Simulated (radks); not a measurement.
The numbers below are computed, except where a source is named.
Polarisability of the titanium ion Ti2+, [Ar] 3d2, at imaginary frequency. Level of theory: non-relativistic Kohn-Sham, exchange-only LDA, spin-polarised, spherical densities, point nucleus; open shells are filled with parallel spins first (a radial shooting solver on a logarithmic mesh with Libxc functionals). Response by self-consistent Sternheimer equations with the Hartree and adiabatic exchange-only LDA kernel.

| w (hartree) | alpha1(iw) (bohr^3) |
|---|---|
| 0.00266 | 5.722 |
| 0.0143 | 5.715 |
| 0.0360 | 5.676 |
| 0.0697 | 5.559 |
| 0.118 | 5.299 |
| 0.186 | 4.859 |
| 0.280 | 4.274 |
| 0.413 | 3.634 |
| 0.605 | 2.990 |
| 0.892 | 2.337 |
| 1.35 | 1.667 |
| 2.12 | 1.018 |
| 3.59 | 0.4934 |
| 6.94 | 0.1748 |
| 17.5 | 0.03820 |

Static values: alpha1 = 5.722 bohr^3 (0.8479 angstrom^3; uncoupled 7.096). C6 = 17.05, triple-dipole C9 = 62.00 atomic units. One-pole (London) frequency 4 C6 / (3 alpha1^2) = 0.694 hartree, against 0.717 for minus the highest occupied eigenvalue. The dipole shielding factor is 0.909, as the force sum rule N/Z = 0.909 demands.
